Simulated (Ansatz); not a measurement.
Z-matrix (Å, degrees):
```
C
N 1 1.448
H 1 1.093 2 109.5
H 1 1.093 2 110.8 3 -117.7
H 1 1.098 2 113.9 3 120.2
Si 2 1.722 1 122.6 3 -37.9
H 2 1.008 1 113.6 3 171.6
Si 6 2.354 2 115.3 1 -62.4
H 6 1.491 2 108.4 1 58.0
H 6 1.489 2 107.1 1 176.3
H 8 1.490 6 110.9 2 -61.9
H 8 1.490 6 111.2 2 177.7
H 8 1.491 6 110.9 2 57.6
```

The species carries charge 0 and has multiplicity 1.

(1) List the r2SCAN/def2-TZVPP orbital energies in eV (Ansatz 0.2.0). (Best estimate.)

## Answers

(1) Computed: Occupied: -1791.01, -1790.56, -385.00, -273.82, -141.43, -141.07, -96.30, -96.28, -96.28, -95.92, -95.92, -95.91, -23.08, -17.39, -14.29, -13.07, -12.05, -10.97, -10.46, -9.06, -8.93, -8.62, -8.32, -7.63, -5.58. Lowest empty: -0.57, -0.02, 0.69, 0.89, 1.21, 1.49, 1.95, 2.31.
